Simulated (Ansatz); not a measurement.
C$_{4}$H$_{11}$BrSi (SMILES CC[SiH](Br)CC), singlet, geometry from GFN2-xTB, atoms displaced at random by about 0.08 Å a coordinate; B3LYP/STO-3G, gradient in Ansatz (a program for electronic structure).

The Ansatz input:
Ansatz 0.2 input:
```yaml
crystal:
  periodic: [false, false, false]
  atoms:
    - {symbol: Si, position_ang: [0.02185792, 0.73647490, 0.18069104]}
    - {symbol: Br, position_ang: [-0.19923075, -1.37826907, 0.20380435]}
    - {symbol: C, position_ang: [-1.57381238, 1.36606797, -1.00853838]}
    - {symbol: C, position_ang: [-2.78148873, 0.82528016, -0.26210346]}
    - {symbol: C, position_ang: [1.83267296, 1.09882094, -0.54791083]}
    - {symbol: C, position_ang: [2.87169307, 0.81864789, 0.34667636]}
    - {symbol: H, position_ang: [-0.14895784, 1.23076340, 1.50423225]}
    - {symbol: H, position_ang: [-1.45120955, 2.55917635, -1.12661708]}
    - {symbol: H, position_ang: [-1.38243187, 0.95680675, -1.88927865]}
    - {symbol: H, position_ang: [-3.10973374, 1.27819251, 0.65484261]}
    - {symbol: H, position_ang: [-2.82958173, -0.31559702, -0.30786141]}
    - {symbol: H, position_ang: [-3.70816322, 1.31309521, -0.98807469]}
    - {symbol: H, position_ang: [1.74835314, 2.36557524, -0.68764998]}
    - {symbol: H, position_ang: [1.74587860, 0.85246792, -1.61989474]}
    - {symbol: H, position_ang: [2.72045919, -0.41241375, 0.42059945]}
    - {symbol: H, position_ang: [2.72140120, 1.25768704, 1.15146068]}
    - {symbol: H, position_ang: [3.61038163, 1.13242442, -0.07246751]}
basis:
  gaussian:
    orbitals: STO-3G
hamiltonian:
  xc: b3lyp
output: {forces: true}
```

It wrote (shortened):

```
Functional definition: B3LYP
717 factors; integrals over basis functions are off by at most 4.5e-5 eV
mean field evaluation 1: about -81338.0691 eV, gradient 1.9e1 eV
mean field evaluation 2: about -81338.3426 eV, gradient 1.8e1 eV
mean field evaluation 4: about -81339.4967 eV, gradient 5.0e-1 eV
mean field evaluation 8: about -81339.4119 eV, gradient 3.3e-2 eV
mean field -81339.41192299 eV, -2989.1682543361 hartree, gradient 3.7e-5 eV, S^2 0.000000; 0 other end points of the search recorded, 0 dependent functions left out
the calculation of the forces begins
reference -81339.41216401 eV, -2989.1682631935 hartree; 42, 42 occupied and 16, 16 virtual orbitals, 717 factors
Total energy: -81339.41216401 eV, -2989.1682631935 hartree
Atom 0 at     0.021858     0.736475     0.180691 Å, force    -0.207732     2.788007    -3.172243 eV/Å
Atom 1 at    -0.199231    -1.378269     0.203804 Å, force    -0.165130    -2.699579     0.267024 eV/Å
Atom 2 at    -1.573812     1.366068    -1.008538 Å, force     4.219933     4.782685     7.643817 eV/Å
Atom 3 at    -2.781489     0.825280    -0.262103 Å, force    -5.202824     1.127789    -5.424290 eV/Å
Atom 4 at     1.832673     1.098821    -0.547911 Å, force    -9.396701     8.131454    -3.810767 eV/Å
Atom 5 at     2.871693     0.818648     0.346676 Å, force    -6.218543   -14.722022    -1.633254 eV/Å
Atom 6 at    -0.148958     1.230763     1.504232 Å, force     0.048949     0.340830     0.670148 eV/Å
Atom 7 at    -1.451210     2.559176    -1.126617 Å, force    -0.917481    -3.161129     0.510605 eV/Å
Atom 8 at    -1.382432     0.956807    -1.889279 Å, force     0.419919    -2.596920    -5.357532 eV/Å
Atom 9 at    -3.109734     1.278193     0.654843 Å, force     0.850555     0.065962     1.594217 eV/Å
Atom 10 at    -2.829582    -0.315597    -0.307861 Å, force    -0.043171     1.622866     0.413412 eV/Å
Atom 11 at    -3.708163     1.313095    -0.988075 Å, force     2.373882    -2.468284     2.211294 eV/Å
Atom 12 at     1.748353     2.365575    -0.687650 Å, force     0.374729    -3.866832     0.600771 eV/Å
Atom 13 at     1.745879     0.852468    -1.619895 Å, force     1.290510    -1.125645     0.357490 eV/Å
Atom 14 at     2.720459    -0.412414     0.420599 Å, force     1.977116     3.732955     0.634645 eV/Å
Atom 15 at     2.721401     1.257687     1.151461 Å, force    -1.543338     4.600031     9.824069 eV/Å
Atom 16 at     3.610382     1.132424    -0.072468 Å, force    12.139327     3.447832    -5.329406 eV/Å
Dipole moment:     0.056505     0.387287    -0.032024 e Å
```
